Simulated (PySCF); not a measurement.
borazine (H₆B₃N₃), singlet, geometry from GFN2-xTB; PBE/STO-3G run with PySCF.

PySCF was given this input:
```python
from pyscf import gto, scf, dft

mol = gto.M(
    atom='''
B     0.981958   -1.045659   -0.108216
N     1.346318    0.281398    0.229442
B     0.406946    1.335958    0.344915
N    -0.951850    1.013597    0.104898
B    -1.388904   -0.290299   -0.236699
N    -0.394469   -1.294995   -0.334340
H     1.784179   -1.899921   -0.196625
H     2.319928    0.484895    0.395366
H     0.739405    2.427383    0.626698
H    -1.640194    1.746595    0.180757
H    -2.523585   -0.527462   -0.430073
H    -0.679734   -2.231490   -0.576122
''',
    basis='sto-3g',
    charge=0,
    spin=0,
    verbose=4,
    symmetry=True,
    symmetry_subgroup='Cs',
)

mf = dft.RKS(mol)
mf.xc = 'pbe'
mf.kernel()
mf.analyze()
```

The log (banner, timings and long lists left out):

```
PySCF version 2.14.0

[INPUT] verbose = 4
[INPUT] num. atoms = 12
[INPUT] num. electrons = 42
[INPUT] charge = 0
[INPUT] spin (= nelec alpha-beta = 2S) = 0
[INPUT] symmetry True subgroup Cs
[INPUT] Mole.unit = angstrom
[INPUT] Symbol           X                Y                Z      unit          X                Y                Z       unit  Magmom
[INPUT]  1 B      0.981958000000  -1.045659000000  -0.108216000000 AA    1.855631685826  -1.976009129687  -0.204498602296 Bohr   0.0
[INPUT]  2 N      1.346318000000   0.281398000000   0.229442000000 AA    2.544172296572   0.531765152000   0.433582541472 Bohr   0.0
[INPUT]  3 B      0.406946000000   1.335958000000   0.344915000000 AA    0.769016487487   2.524594733922   0.651794886254 Bohr   0.0
[INPUT]  4 N     -0.951850000000   1.013597000000   0.104898000000 AA   -1.798735811667   1.915420730681   0.198228491015 Bohr   0.0
[INPUT]  5 B     -1.388904000000  -0.290299000000  -0.236699000000 AA   -2.624648173313  -0.548585604235  -0.447296283958 Bohr   0.0
[INPUT]  6 N     -0.394469000000  -1.294995000000  -0.334340000000 AA   -0.745438374631  -2.447185882681  -0.631811032487 Bohr   0.0
[INPUT]  7 H      1.784179000000  -1.899921000000  -0.196625000000 AA    3.371609667200  -3.590330348310  -0.371567399243 Bohr   0.0
[INPUT]  8 H      2.319928000000   0.484895000000   0.395366000000 AA    4.384028548710   0.916318749171   0.747133458965 Bohr   0.0
[INPUT]  9 H      0.739405000000   2.427383000000   0.626698000000 AA    1.397272945134   4.587089069425   1.184287582813 Bohr   0.0
[INPUT] 10 H     -1.640194000000   1.746595000000   0.180757000000 AA   -3.099517451155   3.300586200535   0.341581225098 Bohr   0.0
[INPUT] 11 H     -2.523585000000  -0.527462000000  -0.430073000000 AA   -4.768884502061  -0.996758721115  -0.812720183570 Bohr   0.0
[INPUT] 12 H     -0.679734000000  -2.231490000000  -0.576122000000 AA   -1.284511097555  -4.216904949706  -1.088712794337 Bohr   0.0

nuclear repulsion = 199.633261813712
point group symmetry = D3h, use subgroup Cs
symmetry origin: [-3.59947833e-07  1.69176842e-16  4.49934792e-08]
symmetry axis x: [-0.68261444  0.72689642  0.07522715]
symmetry axis y: [-0.12057918 -0.21356377  0.96945922]
symmetry axis z: [0.72076223 0.65269603 0.23343029]
num. orbitals of irrep A' = 22
num. orbitals of irrep A" = 14
number of shells = 24
number of NR pGTOs = 108
number of NR cGTOs = 36
basis = sto-3g
ecp = {}

******** <class 'pyscf.dft.rks_symm.SymAdaptedRKS'> ********
method = SymAdaptedRKS
initial guess = minao
damping factor = 0
level_shift factor = 0
DIIS = <class 'pyscf.scf.diis.CDIIS'>
diis_start_cycle = 1
diis_space = 8
diis_damp = 0
SCF conv_tol = 1e-09
SCF conv_tol_grad = None
SCF max_cycles = 50
direct_scf = True
direct_scf_tol = 1e-13
XC library pyscf.dft.libxc version 7.1.2
    S. Lehtola, C. Steigemann, M. J. T. Oliveira, and M. A. L. Marques,  SoftwareX 7, 1–5 (2018)
XC functionals = pbe
    J. P. Perdew, K. Burke, and M. Ernzerhof,  Phys. Rev. Lett. 77, 3865 (1996)
    J. P. Perdew, K. Burke, and M. Ernzerhof,  Phys. Rev. Lett. 78, 1396 (1997)
    J. P. Perdew, K. Burke, and M. Ernzerhof,  Phys. Rev. Lett. 77, 3865 (1996)
    J. P. Perdew, K. Burke, and M. Ernzerhof,  Phys. Rev. Lett. 78, 1396 (1997)
radial grids:
    Treutler-Ahlrichs [JCP 102, 346 (1995); DOI:10.1063/1.469408] (M4) radial grids

becke partition: Becke, JCP 88, 2547 (1988); DOI:10.1063/1.454033
pruning grids: <function nwchem_prune>
grids dens level: 3
symmetrized grids: True
atomic radii adjust function: <function treutler_atomic_radii_adjust>
small_rho_cutoff = 0
Freeze 0 electrons in irreps []
    42 free electrons in irreps A' A"
Set gradient conv threshold to 3.16228e-05
Initial guess from minao.
tot grids = 142696
init E= -239.960938364313
HOMO (A") = -0.31934379386793  LUMO (A') = -0.0226995912611538  gap/eV = 8.07210
cycle= 1 E= -239.189121250992  delta_E= 0.772  |g|= 0.541  |ddm|=  4.6
HOMO (A") = -0.0904476891635257  LUMO (A') = 0.136284024109556  gap/eV = 6.16968
cycle= 2 E= -239.016243680622  delta_E= 0.173  |g|= 0.95  |ddm|= 1.75
HOMO (A") = -0.16614359761855  LUMO (A') = 0.104028208190669  gap/eV = 7.35175
cycle= 3 E= -239.275777908467  delta_E= -0.26  |g|= 0.0523  |ddm|= 1.16
HOMO (A") = -0.171151646856769  LUMO (A') = 0.0938469668111501  gap/eV = 7.21098
cycle= 4 E= -239.276911831726  delta_E= -0.00113  |g|= 0.00856  |ddm|= 0.101
HOMO (A") = -0.169726830316557  LUMO (A') = 0.0952747154946657  gap/eV = 7.21106
cycle= 5 E= -239.276938891241  delta_E= -2.71e-05  |g|= 0.00132  |ddm|= 0.0155
HOMO (A") = -0.16997052810564  LUMO (A') = 0.0950578645327593  gap/eV = 7.21179
cycle= 6 E= -239.27693956968  delta_E= -6.78e-07  |g|= 0.00017  |ddm|= 0.00232
HOMO (A") = -0.169987567778342  LUMO (A') = 0.0950522268165598  gap/eV = 7.21210
cycle= 7 E= -239.276939578619  delta_E= -8.94e-09  |g|= 1.4e-05  |ddm|= 0.000207
HOMO (A") = -0.169988972755672  LUMO (A') = 0.0950517191056068  gap/eV = 7.21212
cycle= 8 E= -239.276939578681  delta_E= -6.2e-11  |g|= 4.25e-07  |ddm|= 1.83e-05
HOMO (A") = -0.16998891158369  LUMO (A') = 0.0950517583219457  gap/eV = 7.21212
Extra cycle  E= -239.27693957868  delta_E= 7.96e-13  |g|= 7.55e-07  |ddm|= 1.46e-06
converged SCF energy = -239.27693957868
**** SCF Summaries ****
Total Energy =                        -239.276939578680270
Nuclear Repulsion Energy =             199.633261813711925
One-electron Energy =                 -720.414549626568714
Two-electron Energy =                  281.504348234176518
Two-electron Coulomb Energy =          316.614166682901043
DFT Exchange-Correlation Energy =      -35.109818448724539
HOMO-LUMO gap [eV] =                     7.212123979801652
Wave-function symmetry = A'
occupancy for each irrep:     A'   A"
                              13    8
**** MO energy ****
MO #1 (A' #1), energy= -13.8071212860835 occ= 2
MO #2 (A" #1), energy= -13.8068692862782 occ= 2
MO #3 (A' #2), energy= -13.8068689048795 occ= 2
MO #4 (A" #2), energy= -6.29285588027623 occ= 2
MO #5 (A' #3), energy= -6.29285584110763 occ= 2
MO #6 (A' #4), energy= -6.29222671909865 occ= 2
MO #7 (A' #5), energy= -0.769596124470155 occ= 2
MO #8 (A" #3), energy= -0.720540185296835 occ= 2
MO #9 (A' #6), energy= -0.720540098041513 occ= 2
MO #10 (A' #7), energy= -0.462364858593119 occ= 2
MO #11 (A" #4), energy= -0.420438657464634 occ= 2
MO #12 (A' #8), energy= -0.420438403037813 occ= 2
MO #13 (A" #5), energy= -0.339598250649572 occ= 2
MO #14 (A' #9), energy= -0.339598123541996 occ= 2
MO #15 (A" #6), energy= -0.330108687940408 occ= 2
MO #16 (A' #10), energy= -0.289801018226604 occ= 2
MO #17 (A' #11), energy= -0.260789929326186 occ= 2
MO #18 (A' #12), energy= -0.222299518972778 occ= 2
MO #19 (A" #7), energy= -0.222299511631777 occ= 2
MO #20 (A' #13), energy= -0.169989080888573 occ= 2
MO #21 (A" #8), energy= -0.16998891158369 occ= 2
MO #22 (A' #14), energy= 0.0950517583219457 occ= 0
MO #23 (A" #9), energy= 0.0950518434402939 occ= 0
MO #24 (A' #15), energy= 0.213234443438127 occ= 0
MO #25 (A' #16), energy= 0.287845882013076 occ= 0
MO #26 (A" #10), energy= 0.353062116388745 occ= 0
MO #27 (A' #17), energy= 0.353062330030885 occ= 0
MO #28 (A" #11), energy= 0.409944887502594 occ= 0
MO #29 (A' #18), energy= 0.409944909823803 occ= 0
 ** Mulliken pop on meta-lowdin orthogonal AOs  **
 ** Mulliken pop  **
pop of  0 B 1s            1.99899
pop of  0 B 2s            0.84948
pop of  0 B 2px           0.78101
pop of  0 B 2py           0.78395
pop of  0 B 2pz           0.55932
pop of  1 N 1s            1.99970
pop of  1 N 2s            1.24535
pop of  1 N 2px           1.16817
pop of  1 N 2py           1.27770
pop of  1 N 2pz           1.43802
pop of  2 B 1s            1.99899
pop of  2 B 2s            0.84948
pop of  2 B 2px           0.72957
pop of  2 B 2py           0.82848
pop of  2 B 2pz           0.56623
pop of  3 N 1s            1.99970
pop of  3 N 2s            1.24535
pop of  3 N 2px           1.22257
pop of  3 N 2py           1.22080
pop of  3 N 2pz           1.44052
pop of  4 B 1s            1.99899
pop of  4 B 2s            0.84948
pop of  4 B 2px           0.84315
pop of  4 B 2py           0.71895
pop of  4 B 2pz           0.56218
pop of  5 N 1s            1.99970
pop of  5 N 2s            1.24535
pop of  5 N 2px           1.26760
pop of  5 N 2py           1.18182
pop of  5 N 2pz           1.43447
pop of  6 H 1s            1.05337
pop of  7 H 1s            0.84494
pop of  8 H 1s            1.05337
pop of  9 H 1s            0.84494
pop of  10 H 1s           1.05337
pop of  11 H 1s           0.84494
 ** Mulliken atomic charges  **
charge of    0B =      0.02725
charge of    1N =     -0.12894
charge of    2B =      0.02725
charge of    3N =     -0.12894
charge of    4B =      0.02725
charge of    5N =     -0.12894
charge of    6H =     -0.05337
charge of    7H =      0.15506
charge of    8H =     -0.05337
charge of    9H =      0.15506
charge of   10H =     -0.05337
charge of   11H =      0.15506
Dipole moment(X, Y, Z, Debye):  0.00001, -0.00001,  0.00000
```
